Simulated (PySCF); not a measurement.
How methods differ on the ionisation energy of Ru

Ru [Kr] 4d7 5s1 (5F) → Ru+ [Kr] 4d7 (4F), as a difference of total energies. All numbers are calculated (PySCF 2.14, scalar relativity through the core potential, in def2-SVP with the def2 core potential (28 electrons) (5s3p2d1f, 31 functions)). Correlated levels: valence: 4s2 4p6 frozen. The calculations carry no spin-orbit coupling.

| method | ionisation energy (eV) |
| --- | --- |
| UHF | 6.335 |
| M06-2X | 7.217 |
| TPSS | 7.644 |
| MP2 (valence) | 6.913 |
| SCS-MP2 (valence) | 6.738 |

How much does correlation contribute at MP2 (valence)?

6.913 − (6.335) = 0.578 eV, measured against UHF.

Errors of the correlated levels include the incompleteness of this basis and the frozen core.

For comparison: 7.365 eV (measured; NIST levels, between the centres of gravity of the two terms).
